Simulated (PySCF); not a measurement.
CsBr, SMILES [Cs][Br]. Geometry optimised at PBE-D3(BJ)/def2-TZVPD. The def2 effective core potentials stand for the cores of Cs; spin–orbit coupling is left out.

All values below come from PBE-D3(BJ)/def2-TZVPD run with PySCF.

Harmonic wavenumbers (cm⁻¹): 143. Rotational constants (GHz): 1.048 (linear); symmetry number 1.

Q: Work out the zero-point energy and the ideal-gas rigid-rotor harmonic-oscillator thermochemistry at 298.15 K and 1 atm.

A: ZPE = ½ Σ hcν = ½ × 143 cm⁻¹ = 0.86 kJ/mol. H − E(el) = 11.25 kJ/mol. Entropy in J/(mol K): translation 175.60, rotation 80.55, vibration 11.54, total 267.68. G − E(el) = -68.56 kJ/mol. Cp = 37.09 J/(mol K). Modes under 150 cm⁻¹ make the vibrational entropy uncertain.
